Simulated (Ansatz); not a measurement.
Start from `B[CH](C)[ZnH]` and change one atom or group to get `BC(C)[SeH]`.

Ansatz, PBE0-D4/def2-TZVP geometries, multiplicity 1. Each molecule was computed in one conformer, which needn't be the lowest.

Scalar relativity is left out up to krypton.

```json
{"property": "HOMO energy (PBE/def2-TZVPP) / eV", "`B[CH](C)[ZnH]`": "-6.31"}
{"property": "size of the dipole moment (ωB97M-V/def2-TZVPP) / D", "`B[CH](C)[ZnH]`": "1.63"}
{"property": "size of the dipole moment (PBE/def2-TZVPP) / D", "`B[CH](C)[ZnH]`": "1.72"}
{"property": "HOMO–LUMO gap (PBE/def2-TZVPP) / eV", "`B[CH](C)[ZnH]`": "4.08"}
{"property": "HOMO–LUMO gap (B3LYP/def2-TZVPP) / eV", "`B[CH](C)[ZnH]`": "5.52"}
{"property": "HOMO energy (ωB97M-V/def2-TZVPP) / eV", "`B[CH](C)[ZnH]`": "-9.45"}
```

Task: What does the change do to each property? (Best estimate.)

Result: Computed: 
```csv
property,`BC(C)[SeH]`,shift
HOMO energy (PBE/def2-TZVPP) / eV,-5.40,0.91
size of the dipole moment (ωB97M-V/def2-TZVPP) / D,1.57,-0.06
size of the dipole moment (PBE/def2-TZVPP) / D,1.58,-0.14
HOMO–LUMO gap (PBE/def2-TZVPP) / eV,2.69,-1.39
HOMO–LUMO gap (B3LYP/def2-TZVPP) / eV,4.39,-1.13
HOMO energy (ωB97M-V/def2-TZVPP) / eV,-8.76,0.69
```

With PBE0 the HOMO rises by 0.78 eV and the LUMO falls by 0.30 eV, so the gap narrows by about 1.08 eV. PBE moves the HOMO by 0.91 eV and ωB97M-V by 0.69 eV. Dipoles are sizes alone; their direction can turn.

B3LYP here is the variant with VWN-RPA as its local correlation; programs differ in this.

Spin–orbit coupling is left out; it splits and shifts lone-pair levels of the heavy atoms by tenths of an eV.
